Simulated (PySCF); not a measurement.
Gas-phase reaction: 2 GaCl + F2 = 2 GaF + 2 Cl

Method: PySCF energies plus ideal-gas RRHO corrections (1 bar). † marks an energy on the PBE0/def2-TZVP geometry and frequencies; other levels use their own. MP2 and CCSD(T) freeze the core. Open shells (unrestricted): Cl (multiplicity 2, electronic degeneracy 6); the rest are closed-shell singlets. Spin-orbit splitting is ignored; it lowers the true energy and changes the entropy of Cl. Ga: all electrons, no relativistic terms. MP2 isn't extrapolated to the basis-set limit; its ΔH°(298 K) is -133.1 kJ in def2-SVP and -98.7 kJ in def2-TZVPP. CCSD(T) isn't extrapolated to the basis-set limit; its ΔH°(298 K) is -120.0 kJ in def2-SVP and -96.0 kJ in def2-TZVPP. The harmonic model lacks anharmonicity and excited electronic states, which grow with temperature; levels with a mode under 35 cm⁻¹ are left out.

```tsv
level	ΔE electronic, kJ	ΔH°(298 K), kJ	ΔS°(298 K), J/K	ΔG°(1800 K), kJ
CCSD(T)/def2-TZVPP†	-95	-96	110	-304
HF/def2-TZVP†	-257	-258	110	-466
MP2/def2-SVP†	-132	-133	110	-341
PBE0/def2-SVP†	-58	-59	110	-267
PBE0/def2-TZVP	-65	-65	110	-274
r2SCAN/def2-TZVP†	-65	-66	110	-274
ωB97X-V/def2-TZVP†	-78	-79	110	-287
```
ΔH° is lowest at HF/def2-TZVP† and highest at PBE0/def2-SVP†. No reference value is set beside these.
